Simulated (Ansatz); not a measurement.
# How basis sets differ on CHBClN (SMILES N#CBCl)

The species is CHBClN (5 atoms), meant as a singlet with charge 0. As SMILES, `N#CBCl`. The shape is that of a PBE0-D4/def2-TZVP optimisation.

Quantity: the dipole moment, in D. The values are calculated.

```json
{"level": "HF/STO-3G", "kind": "Hartree–Fock", "program": "Ansatz", "value (D)": "1.86"}
{"level": "HF/3-21G", "kind": "Hartree–Fock", "program": "Ansatz", "value (D)": "2.18"}
{"level": "HF/def2-SVP", "kind": "Hartree–Fock", "program": "Ansatz", "value (D)": "2.61"}
{"level": "HF/pcseg-2", "kind": "Hartree–Fock", "program": "Ansatz", "value (D)": "2.72"}
```

The values span 1.86 to 2.72 D. Sets without polarisation functions give poor dipoles.
